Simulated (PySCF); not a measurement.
Molecule: SMILES Cc1ccc[n+](C)c1, [C$_{7}$H$_{10}$N]+.

Bonds (- single, = double, # triple, : aromatic): C1-C2, C2:C3, C3:C4, C4:C5, C5:N6, N6-C7, N6:C8, C8:C2. C1 carries H9, H10, H11; C3 carries H12; C4 carries H13; C5 carries H14; C7 carries H15, H16, H17; C8 carries H18. Formal charges: N6 +1.

Total charge +1.

Frames of a GFN2-xTB Langevin trajectory at 300 K; GIAO PBE0/pcSseg-1 shieldings in PySCF 2.14, gas phase, non-relativistic; equivalent atoms averaged within each frame.

Shifts are taken against calculated references (same method and geometry level): $^{13}$C (σ = 186.93 ppm), $^{1}$H (σ = 31.72 ppm) against TMS; $^{15}$N (σ = 267.73 ppm) against NH3. The references are static minima.

Task: How do the shifts (ppm) fluctuate along the trajectory?

Result: 
| time (fs) | C3 | C8 | C2 | C5 | C4 | C7 | C1 | N6 | H12 | H18 |
| --- | --- | --- | --- | --- | --- | --- | --- | --- | --- | --- |
| 250 | 157.2 | 156.4 | 154.0 | 147.0 | 134.6 | 43.0 | 22.5 | 220.4 | 8.91 | 8.44 |
| 425 | 161.6 | 145.2 | 153.1 | 145.9 | 138.0 | 56.1 | 18.1 | 222.8 | 9.02 | 8.48 |
| 625 | 157.9 | 151.7 | 161.2 | 142.1 | 144.1 | 51.9 | 24.4 | 229.8 | 9.62 | 9.11 |
| 800 | 153.0 | 154.3 | 162.8 | 149.3 | 136.2 | 48.8 | 24.0 | 236.9 | 8.72 | 9.16 |
| 1000 | 160.2 | 151.4 | 146.2 | 155.5 | 138.6 | 39.7 | 18.4 | 230.6 | 9.61 | 7.92 |
| mean of frames | 158.0 | 151.8 | 155.5 | 148.0 | 138.3 | 47.9 | 21.5 | 228.1 | 9.18 | 8.62 |
| standard deviation | 3.3 | 4.2 | 6.7 | 5.0 | 3.6 | 6.6 | 3.1 | 6.6 | 0.41 | 0.52 |

5 frames give an uncertainty of the mean of about the standard deviation over 2.2 at best, since frames this close in time may not be independent; classical motion lacks zero-point vibration, and the reference would need the same averaging.
